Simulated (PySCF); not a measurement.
C5H10OS.
Numbering: `[CH3:1][S:2][CH2:3][O:4][CH:5]1[CH2:6][CH2:7]1`

NICS = −σ at a ghost point: NICS(0) at the centroid of the ring atoms, NICS(1) 1 Å to either side along the normal of their mean plane, zz for the tensor component along that normal. Level: GIAO PBE0/pcSseg-1 (PySCF, non-relativistic, gas phase) on the GFN2-xTB geometry, one conformer.

Ring bond lengths (Å), with Mayer bond orders in brackets: C5–C6 1.502 (0.96), C6–C7 1.501 (0.97), C7–C5 1.493 (0.98).

What do the NICS probes read (ppm)?

```json
{"ring": "C5–C6–C7", "type": "3-membered carbocycle; formal bonds all single", "NICS(0)": "-39.4", "NICS(1), two faces": "-9.5 / -7.3", "NICS(1)zz, two faces": "-24.0 / -16.8", "rms pucker (Å)": "0.00", "centre to ring atoms, mean (Å)": "0.87"}
```

What do they say, and how far can they be read as aromaticity?

- C5–C6–C7: mean NICS(1)zz -20.4 ppm, shielded. C5, C6, C7 have four or more neighbours; no verdict on aromaticity is drawn. The two faces differ by 7.2 ppm, so no symmetry operation interchanges them. NICS(0) lies 31 ppm below the mean NICS(1).

At the second NICS(1) probe listed for ring C5–C6–C7, 1 Å off the ring, what do the in-plane components average?

The isotropic value is a third of the trace: (3 × -7.3 − (-16.8))/2 = -2.5 ppm.

List the ring angles and the Hirshfeld charges of the ring atoms.

- C5–C6–C7: C5 60.1° (+0.025 e), C6 59.7° (-0.103 e), C7 60.2° (-0.095 e); sum 180.0° against 180° for a flat convex ring.

Shape of the structure used: `[CH3:1][S:2][CH2:3][O:4][CH:5]1[CH2:6][CH2:7]1`: C1–S2–C3–O4 64°, S2–C3–O4–C5 76°, C3–O4–C5–C6 -90°.
